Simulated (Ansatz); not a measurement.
The same molecule with X = Ti, Zr, Hf. Ansatz, PBE0-D4/def2-TZVP geometries, multiplicity 1.

Elements past krypton have def2 core potentials. Scalar relativity is left out up to krypton.

| X | molecule | mean X–C bond length / Å | mean X–Cl bond length / Å | mean X–F bond length / Å | HOMO–LUMO gap (PBE0/def2-TZVPP) / eV | HOMO energy (PBE/def2-TZVPP) / eV | size of the dipole moment (ωB97M-V/def2-TZVPP) / D |
| --- | --- | --- | --- | --- | --- | --- | --- |
| Zr | `[F][Zr]12345678([Cl])([C@H]9[C@@H]1[C@@H]2[C@@H]3[C@H]94)[C@H]1[C@@H]5[C@@H]6[C@@H]7[C@H]18` | 2.525 | 2.423 | 1.936 | 5.63 | -5.93 | 3.97 |
| Hf | `[F][Hf]12345678([Cl])([C@H]9[C@@H]1[C@@H]2[C@@H]3[C@H]94)[C@H]1[C@@H]5[C@@H]6[C@@H]7[C@H]18` | 2.525 | 2.416 | 1.934 | 5.90 | -5.91 | 3.85 |

Q: Give the row for X = Ti, `[F][Ti]12345678([Cl])([C@H]9[C@@H]1[C@@H]2[C@@H]3[C@H]94)[C@H]1[C@@H]5[C@@H]6[C@@H]7[C@H]18`. (An estimate is asked.)

A: The calculation gave: 
```csv
X,molecule,mean X–C bond length / Å,mean X–Cl bond length / Å,mean X–F bond length / Å,HOMO–LUMO gap (PBE0/def2-TZVPP) / eV,HOMO energy (PBE/def2-TZVPP) / eV,size of the dipole moment (ωB97M-V/def2-TZVPP) / D
Ti,`[F][Ti]12345678([Cl])([C@H]9[C@@H]1[C@@H]2[C@@H]3[C@H]94)[C@H]1[C@@H]5[C@@H]6[C@@H]7[C@H]18`,2.388,2.326,1.814,4.65,-5.65,4.34
```

From Ti to Hf the mean X–C bond length isn't monotonic: highest at Zr, lowest at Ti; the mean X–Cl bond length isn't monotonic: highest at Zr, lowest at Ti; the mean X–F bond length isn't monotonic: highest at Zr, lowest at Ti; the HOMO–LUMO gap (PBE0/def2-TZVPP) rises at each step, by 1.25 eV in all; the HOMO energy (PBE/def2-TZVPP) isn't monotonic: highest at Ti, lowest at Zr. Dipoles are sizes alone, and their direction can turn along the series.

Positive LUMOs are unbound, so they and the gaps depend on the basis.
